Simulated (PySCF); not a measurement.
## Telling isomers of C6H10F2OSi apart by NMR

[PySCF: PBE0/pcSseg-1 with gauge-including orbitals; GFN2-xTB geometry; single conformer; rapidly exchanging positions averaged; no solvent model; non-relativistic]

Scale: 1H, 13C vs TMS (reference shieldings calculated alike). Splittings of carbon signals by F and P are missing where no couplings were computed. Where no couplings were computed, multiplicities follow the n + 1 count of equivalent neighbours, and m marks all less simple cases (inequivalent or close neighbours, rings, F or P nearby). Shifts are as computed. Against solution values, carbons near 30 ppm lie about +3 ppm off and those near 130 ppm about +5 ppm. Of 1309 compounds with measured shifts, 239 miss one by over three times the rms of a fit or turn the order of signals round; such compounds aren't used in these exercises.

(1) Tabulate the signals of `C=C(C)[C@]1(OC(F)F)C[SiH2]1`, `C=CC/C(=C/O[SiH3])C(F)F` and their relative energies.

(2) What is the quickest way to tell C=C(C)[C@]1(OC(F)F)C[SiH2]1 from C=CC/C(=C/O[SiH3])C(F)F?

Answers

(1) 
```json
{"SMILES": "C=C(C)[C@]1(OC(F)F)C[SiH2]1", "carbon types": "2×C 1×CH 2×CH2 1×CH3", "δC": "156.7, 127.8, 108.3, 71.7, 25.1, 12.0", "δH": "6.31 (m, 1H), 4.87 (br s, 1H), 4.37 (br s, 1H), 3.48 (m, 1H), 2.64 (m, 1H), 2.31 (s, 3H), 1.62 (m, 1H), 1.37 (m, 1H)", "E rel. (kcal/mol)": "24.4"}
{"SMILES": "C=CC/C(=C/O[SiH3])C(F)F", "carbon types": "1×C 3×CH 2×CH2", "δC": "148.2, 143.4, 125.5, 125.5, 116.6, 33.3", "δH": "7.25 (m, 1H), 6.24 (m, 1H), 6.10 (m, 1H), 5.58 (m, 1H), 5.48 (m, 1H), 5.03 (s, 3H), 3.17 (d, 2H)", "E rel. (kcal/mol)": "0.0"}
```

Energies are electronic energies at PBE0/pcSseg-1 on these geometries, without zero-point or thermal terms, each for the one conformer computed, which needn't be the lowest.

(2) Both give the same number of carbon signals, but DEPT or the intensities differ. The first has an allylic methyl carbon (CH3) at 25.1 ppm, the second a β carbon of an enol-ether or enamine type C=C (C) at 125.5 ppm. Their most deshielded carbons lie at 156.7 and 148.2 ppm. In the proton spectra the most deshielded non-exchanging signals are 6.31 (m, 1H) and 7.25 (m, 1H).
